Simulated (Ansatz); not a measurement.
Reaction (redistribution): `C[SiH2][B](N)[AlH2]` + `[SiH3]B1B[SiH2]1` → `C[SiH2][B]([AlH2])[SiH3]` + `NB1B[SiH2]1`

Computed with Ansatz on PBE0-D4/def2-TZVP structures; ΔE is electronic, products minus reactants. CCSD(T)/CBS adds triple-zeta CCSD(T) − MP2 to the extrapolated MP2 energy (def2 sets, frozen cores). DFT in def2-TZVPP. B3LYP here is the variant with VWN-RPA as its local correlation; programs differ in this. One conformer a species, not always the lowest.

| level | ΔE (kcal/mol) | difference from CCSD(T)/CBS |
| --- | --- | --- |
| PBE-D4 | 8.7 | -2.7 |
| r2SCAN-D4 | 8.1 | -3.3 |
| PBE0-D4 | 8.7 | -2.7 |
| B3LYP-D4 | 6.6 | -4.8 |
| ωB97X-V | 9.4 | -2.0 |
| ωB97M-V | 9.8 | -1.6 |
| B2PLYP | 9.7 | -1.7 |
| PBE | 9.3 | -2.1 |
| r2SCAN | 8.3 | -3.1 |
| PBE0 | 9.3 | -2.1 |
| B3LYP | 7.6 | -3.8 |
| HF/def2-TZVPP | 3.9 | -7.5 |
| MP2/def2-TZVPP | 13.5 | 2.1 |
| SCS-MP2/def2-TZVPP | 12.4 | 1.0 |
| CCSD/def2-TZVPP | 9.6 | -1.8 |
| CCSD(T)/def2-TZVPP | 11.0 | -0.4 |
| HF/def2-QZVPP | 3.9 | -7.5 |
| MP2/def2-QZVPP | 13.8 | 2.4 |
| SCS-MP2/def2-QZVPP | 12.6 | 1.2 |
| HF/CBS(def2) | 3.9 | -7.5 |
| MP2/CBS(def2) | 13.9 | 2.5 |
| CCSD/CBS(def2) | 10.0 | -1.4 |
| CCSD(T)/CBS | 11.4 | 0 |

Largest T1 diagnostic among the species: 0.015.

In def2-TZVPP, CCSD(T) changes the Hartree–Fock value by +7.1 kcal/mol (the triples alone add +1.4 kcal/mol) and MP2 by +9.7 kcal/mol. The D4 term adds −1.0 kcal/mol with B3LYP and −0.6 kcal/mol with PBE0; it sums over pairs of atoms, weighted by their polarisabilities, and B3LYP, whose exchange is more repulsive, gets the larger term.
